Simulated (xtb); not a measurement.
Input for xtb: GFN2-xTB on CH4Sn (SMILES [CH3][SnH]), a point of a bond scan (R = 1.430 Å).

```
$ xtb mol.xyz --gfn 2 --sp --chrg 0 --uhf 0
6

Sn     0.00983745     0.25050043     0.24518718
H     -0.27478924     1.18081759    -0.80284223
C     -0.01334196    -1.45640015    -1.15807253
H      0.73724523    -1.29419038    -1.93601312
H     -0.98669425    -1.50317430    -1.65333226
H      0.18357434    -2.40265271    -0.65672900
```

The head of its log:

```
[...]
           -------------------------------------------------
          |                Calculation Setup                |
           -------------------------------------------------



           -------------------------------------------------
          |                 G F N 2 - x T B                 |
           -------------------------------------------------

        Reference                      10.1021/acs.jctc.8b01176
      * Hamiltonian:
        H0-scaling (s, p, d)           1.850000    2.230000    2.230000
        zeta-weighting                 0.500000
      * Dispersion:
        s8                             2.700000
        a1                             0.520000
        a2                             5.000000
        s9                             5.000000
      * Repulsion:
        kExp                           1.500000    1.000000
        rExp                           1.000000
      * Coulomb:
        alpha                          2.000000
        third order                    shell-resolved
        anisotropic                    true
        a3                             3.000000
        a5                             4.000000
        cn-shift                       1.200000
        cn-exp                         4.000000
        max-rad                        5.000000


          ...................................................
          :                      SETUP                      :
          :.................................................:
          :  # basis functions                  18          :
          :  # atomic orbitals                  17          :
          :  # shells                            9          :
          :  # electrons                        12          :
          :  max. iterations                   250          :
          :  Hamiltonian                  GFN2-xTB          :
          :  restarted?                      false          :
          :  GBSA solvation                  false          :
          :  PC potential                    false          :
          :  electronic temp.          300.0000000     K    :
          :  accuracy                    1.0000000          :
          :  -> integral cutoff          0.2500000E+02      :
          :  -> integral neglect         0.1000000E-07      :
          :  -> SCF convergence          0.1000000E-05 Eh   :
          :  -> wf. convergence          0.1000000E-03 e    :
          :  Broyden damping             0.4000000          :
          :  net charge                          0          :
          :  unpaired electrons                  0          :
          ...................................................

 iter      E             dE          RMSdq      gap      omega  full diag
   1     -6.2470992 -0.624710E+01  0.265E+01    1.90       0.0  T
   2     -6.2680718 -0.209727E-01  0.108E+01    3.30       1.0  T
```

Give the final energy of this run.

-6.2273 hartree.
